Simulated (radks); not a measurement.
Valence configurations of the molybdenum ion Mo+ (all share [Kr]). Method: scalar-relativistic Kohn-Sham, PBEsol, spin-polarised, spherical densities, finite nucleus; open shells are filled with parallel spins first (spin-orbit coupling, left out, can overturn this in heavy ions); Fermi nuclear charge, rms radius 4.4091 fm; computed with a radial shooting solver on a logarithmic mesh with Libxc functionals. Order these by energy: 4d4 5s1; 4d1 5s1 5p3; 4d3.5 5s1.5; 4d2.5 5s2 5p0.5; 4d4 5p1; 4d5; 5s1 5p4; 4d3 5s1 5p1; 4d1 5s0.5 5p3.5; 4d3.5 5s1 5p0.5.

Answer. From the lowest, in eV above it: 4d5 0.000; 4d4 5s1 1.524; 4d3.5 5s1.5 3.797; 4d3.5 5s1 5p0.5 5.091; 4d4 5p1 6.131; 4d3 5s1 5p1 9.157; 4d2.5 5s2 5p0.5 10.588; 4d1 5s1 5p3 30.824; 4d1 5s0.5 5p3.5 35.025; 5s1 5p4 47.580. NIST lists [Kr] 4d5 as the ground configuration; this level of theory agrees among the configurations tried. The energies are those of spherical high-spin densities, not of single terms.
